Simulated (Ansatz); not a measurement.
CH₄AlClFNO, relaxed with RKS PBE0-D4/def2-TZVP in the Gaussian-basis code of Ansatz from a PBE-D4/def2-SVP geometry. The force threshold is 0.005 eV/Å; the program also tests the step.

Charge 0, multiplicity 1. The bonds changed during the relaxation, so this is another structure than the one it started from.

Start:

```xyz
10

N     0.857    1.567   -0.269
C     0.214    0.574   -0.819
O    -1.925   -1.051    0.405
F    -0.124    0.787   -2.077
Al   -0.191   -1.152    0.310
Cl    0.874   -0.370    2.097
H     1.122    1.392    0.727
H     1.081    2.446   -0.755
H    -2.459   -1.788    0.739
H     0.551   -2.404   -0.358
```

Task: How much energy does the relaxation release, and in how many steps? (Estimate.)

Result: Computed: 5.42 kJ/mol, in 15 steps, 1 of them rejected.

Task: Which bonds change most? (Estimate.)

Result: Computed: Al5–Cl6 from 2.223 to 2.188 Å; O3–Al5 from 1.739 to 1.712 Å; N1–H7 from 1.045 to 1.020 Å; N1–H8 from 1.029 to 1.013 Å.

Task: Give the relaxed structure. (Best estimate.)

Result: Computed: 
```xyz
10

N     0.861    1.571   -0.280
C     0.213    0.573   -0.775
O    -1.893   -1.037    0.473
F    -0.161    0.772   -2.014
Al   -0.189   -1.150    0.357
Cl    0.897   -0.411    2.107
H     1.170    1.454    0.686
H     1.050    2.422   -0.795
H    -2.460   -1.798    0.568
H     0.513   -2.396   -0.327
```
